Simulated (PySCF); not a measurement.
Compound: CH₉GeNSi.
SMILES: `[NH2][GeH2][CH2][SiH3]`

A linear-response calculation (PySCF, def2-SVPD basis, gas phase, vertical, core orbitals frozen in the response) gave these numbers; the functional is withheld.

Orbital energies (eV): HOMO-3 -9.22, HOMO-2 -9.08, HOMO-1 -8.50, HOMO -7.33, LUMO 0.20, LUMO+1 0.47, LUMO+2 0.92.

```json
{"state": "S1", "E (eV)": "6.15", "f": "0.013", "main configurations (H = HOMO, L = LUMO)": "H→L (92%)"}
{"state": "S2", "E (eV)": "6.73", "f": "0.016", "main configurations (H = HOMO, L = LUMO)": "H→L+1 (91%)"}
{"state": "S3", "E (eV)": "7.14", "f": "0.059", "main configurations (H = HOMO, L = LUMO)": "H→L+2 (96%)"}
{"state": "S4", "E (eV)": "7.58", "f": "0.041", "main configurations (H = HOMO, L = LUMO)": "H-1→L (75%), H→L+3 (11%)"}
{"state": "S5", "E (eV)": "7.64", "f": "0.015", "main configurations (H = HOMO, L = LUMO)": "H→L+3 (80%), H-1→L (14%)"}
{"state": "S6", "E (eV)": "7.78", "f": "0.061", "main configurations (H = HOMO, L = LUMO)": "H→L+4 (41%), H→L+5 (24%), H-1→L+1 (23%)"}
```

Triplets, Tamm–Dancoff:

```tsv
state	E (eV)	λ (nm)	main configurations (H = HOMO, L = LUMO)
T1	5.78	214.5	H→L (78%), H→L+1 (12%)
T2	6.49	191.0	H→L+1 (69%), H→L (16%)
T3	6.78	182.8	H→L+2 (69%), H→L+1 (13%)
T4	7.30	169.9	H-1→L (46%), H→L+5 (14%), H-1→L+1 (9%)
```

Vertical ionisation energy by ΔSCF with the same functional: 9.38 eV. Mean static polarisability: 80.8 au.

Task: Which of these was used?
A. HF
B. PBE
C. PBE0
D. wB97X-D

Result: C. PBE0 is a global hybrid with 25% exact exchange. In this run −ε(HOMO) = 7.33 eV differs from the ΔSCF value by -2.05 eV, and S1 differs from the orbital gap of 7.52 eV by -1.37 eV. The ratio −ε(HOMO)/IP is 0.78. Usual ranges for neutral molecules in this basis: 0.7 to 0.83 with PBE0, 0.5 to 0.7 with PBE, 0.89 to 0.99 with wB97X-D; Hartree–Fock can't fall below 1, since the ion's relaxation only lowers the ΔSCF value.

Theory: TDDFT PBE0/def2-SVPD, vertical, gas phase, core orbitals frozen in the response (PySCF 2.14.0, density-fitted response routines). One conformer (not necessarily the lowest) at the PBE0-D3(BJ)/def2-SVP geometry, without solvent, vibrations or thermal averaging. The PBE0/def2-SVPD calculation is non-relativistic and has no spin–orbit coupling, an omission that weighs most on germanium.

The values belong to the conformer `[NH2:1][GeH2:2][CH2:3][SiH3:4]`: N1–Ge2–C3–Si4 37°, H–N1–Ge2–C3 71°, H–N1–Ge2–C3 -161°.

Without π bonds the low states are Rydberg-like; a valence basis with one diffuse set may place them up to an eV too high.
